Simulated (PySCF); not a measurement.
Molecule: `Cc1ccpcc1C`, C7H9P.

Bonds (- single, = double, # triple, : aromatic): C1-C2, C2:C3, C3:C4, C4:P5, P5:C6, C6:C7, C7-C8, C7:C2. C1 carries H9, H10, H11; C3 carries H12; C4 carries H13; C6 carries H14; C8 carries H15, H16, H17.

Geometry PBE0-D3(BJ)/def2-SVP throughout; GIAO in PySCF 2.14.0 with density-fitted response routines, gas phase, one conformer, non-relativistic; equivalent atoms averaged; basis pcSseg-1.

Q: How do the shifts δ (against TMS, H3PO4 at the same level) depend on the functional? (a selection of nuclei; ppm; last column core-seconds on 1 thread of an Arm Neoverse V1, shared host; the GGAs took longer than the global hybrids here, which isn't the general rule, and the cause wasn't traced)

A: 
| functional | kind | C6 | C7 | C2 | C8 | C1 | P5 | H13 | H15/H16/H17 | H9/H10/H11 | core-s |
| --- | --- | --- | --- | --- | --- | --- | --- | --- | --- | --- | --- |
| HF | Hartree–Fock | 169.7 | 151.6 | 146.7 | 23.7 | 22.2 | 229.2 | 8.82 | 2.46 | 2.44 | 18 |
| LDA | LDA | 166.7 | 150.1 | 145.8 | 27.2 | 25.8 | 217.9 | 8.73 | 2.38 | 2.32 | 36 |
| BLYP | GGA | 162.5 | 146.5 | 142.6 | 27.3 | 26.0 | 213.7 | 8.49 | 2.36 | 2.31 | 41 |
| OPBE | GGA | 152.8 | 138.1 | 134.5 | 26.3 | 25.1 | 189.5 | 8.72 | 2.38 | 2.33 | 42 |
| KT2 | GGA | 150.9 | 136.4 | 133.3 | 26.2 | 24.9 | 175.6 | 8.38 | 2.36 | 2.30 | 41 |
| B97-2 | global hybrid | 160.6 | 144.6 | 140.4 | 26.2 | 24.9 | 207.6 | 8.67 | 2.39 | 2.35 | 28 |

Q: Which nucleus among those listed moves most, in ppm?

A: P5 (phosphorus bonded to 2 C, in a 6-membered ring): from 175.6 ppm with KT2 to 229.2 ppm with HF. The smallest spread is 0.11 ppm, at H15/H16/H17. Proton shifts span only some 12 ppm, so a few tenths of a ppm matter as much there as several ppm in carbon.
